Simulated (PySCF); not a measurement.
C4, SMILES [C-]12[C+]([C]1)[C]2 (connectivity only; charge and spin as stated), neutral, multiplicity 1.

Geometry: B3LYP-D3(BJ)/def2-TZVP.

These are TDA-CAM-B3LYP/def2-SVPD run with PySCF 2.14.0 values and carry that method's errors.

Vertical excitations.  State labels are in the subgroup D2h.

Computed UV-visible absorptions:
| state | symmetry | energy (eV) | λ (nm) | f | main pairs |
|---|---|---|---|---|---|
| S1 | B2g | 2.04 | 607 | 0.000 | HOMO→LUMO 98 % |
| S2 | B3u | 2.38 | 522 | 0.023 | HOMO−1→LUMO 99 % |
| S3 | B1g | 4.18 | 297 | 0.000 | HOMO→LUMO+1 95 % |
| S4 | Au | 4.21 | 295 | 0.000 | HOMO−1→LUMO+1 100 % |
| S5 | B1g | 5.32 | 233 | 0.000 | HOMO−3→LUMO 95 % |
| S6 | B2g | 5.84 | 212 | 0.000 | HOMO−2→LUMO 94 % |
| S7 | B3g | 5.96 | 208 | 0.000 | HOMO−1→LUMO+2 99 % |
| S8 | B2u | 6.67 | 186 | 0.146 | HOMO→LUMO+2 74 %, HOMO−4→LUMO+1 24 % |
| S9 | B1u | 7.18 | 173 | 0.105 | HOMO−4→LUMO 77 %, HOMO−3→LUMO+2 21 % |
| S10 | B2g | 7.27 | 171 | 0.000 | HOMO−3→LUMO+1 96 % |
| T1 | B3u | 0.92 | 1351 | 0 | HOMO−1→LUMO 95 % |
| T2 | B2g | 1.23 | 1008 | 0 | HOMO→LUMO 93 % |
| T3 | B1g | 2.76 | 449 | 0 | HOMO→LUMO+1 96 % |
| T4 | Au | 4.11 | 302 | 0 | HOMO−1→LUMO+1 99 % |
Triplets are in the Tamm–Dancoff approximation.
